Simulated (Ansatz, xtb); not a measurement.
# CH7SbSi: which of two isomers lies lower

Structure a is `[CH3][SbH][SiH3]`, a singlet and structure b is `C[SiH2][SbH2]`, a singlet. Both are isolated molecules in the gas phase, relaxed with PBE0-D4/def2-SVP; the shapes shown needn't be the lowest conformers.

a (Å):

```xyz
10

C     1.3208    0.5758    1.3434
Sb    1.0515   -1.4557    0.5887
Si   -1.0309   -0.8147   -0.7921
H     2.0376    0.5502    2.1758
H     0.3711    1.0051    1.6878
H     1.7355    1.1974    0.5375
H     0.0483   -1.9385    1.8984
H    -1.7606   -2.0419   -1.2375
H    -1.9676    0.0512   -0.0094
H    -0.5958   -0.0581   -2.0079
```

b (Å):

```
atom    x (Å)    y (Å)    z (Å)
   C   1.0896   0.5204   0.9613
  Sb  -1.8387  -1.1240  -0.7155
  Si   0.3636  -1.1850   0.6373
   H   2.0241   0.4418   1.5391
   H   0.3806   1.1407   1.5299
   H   1.3095   1.0334   0.0130
   H   0.0743  -1.8871   1.9283
   H   1.3331  -2.0323  -0.1278
   H  -2.4257   0.1512   0.2751
   H  -1.1474   0.0031  -1.8126
```

Q: Estimate E(b) − E(a) at the level CCSD(T)/def2-SVP + ΔMP2/def2-TZVPP.

A: Calculated at CCSD(T)/def2-SVP + ΔMP2/def2-TZVPP: E(b) − E(a) = −24.0 kJ/mol, so structure b lies lower.

How the difference moves with the method:

```csv
level,geometry,E(b) − E(a) (kJ/mol),departure from the last row (kJ/mol),"job, with rough time for the two"
GFN2-xTB,GFN2-xTB,+15.4,+39.4,"optimisation, 0.11 s"
HF/STO-3G,GFN2-xTB,−14.8,+9.1,"single point, 0.5 s"
r2SCAN-D4/def2-SVP,GFN2-xTB,−32.5,−8.5,"single point, 1.6 s"
PBE0-D4/def2-SVP,PBE0-D4/def2-SVP,−31.8,−7.8,"optimisation, 19 s"
HF/def2-SVP,PBE0-D4/def2-SVP,−31.4,−7.5,part of the CCSD(T) run
MP2/def2-SVP,PBE0-D4/def2-SVP,−28.5,−4.6,part of the CCSD(T) run
CCSD(T)/def2-SVP,PBE0-D4/def2-SVP,−28.8,−4.8,single point
CCSD(T)/def2-SVP + ΔMP2/def2-TZVPP,PBE0-D4/def2-SVP,−24.0,,"single point, 12 s"
```

As drawn, b has 1 C–Si, 1 Sb–H in place of 1 C–Sb, 1 Si–H.

GFN2-xTB puts the two in the other order. The largest departure from CCSD(T)/def2-SVP + ΔMP2/def2-TZVPP is that of GFN2-xTB, 39.4 kJ/mol. The last row adds to CCSD(T) the change of the MP2 difference between the two basis sets, here +4.8 kJ/mol.

With harmonic frequencies from PBE0-D4/def2-SVP (ideal gas, rigid rotor, one conformer each, 298.15 K, 1 atm): the zero-point term adds −1.4 kJ/mol; ΔH is −25.7 and ΔG −24.4 kJ/mol.

The correlated steps freeze 10 core orbitals; the filled d shell of Sb is correlated, in a basis made for valence electrons. Atoms past krypton carry core potentials in the def2 sets, other sets are all-electron and non-relativistic, and no spin–orbit term is included. Mirror images aren't counted in ΔG. Run with Ansatz 0.2.0, xtb 6.7.1; the last row on 2 threads of Intel(R) Xeon(R) 6975P-C (Granite Rapids) on a shared host.
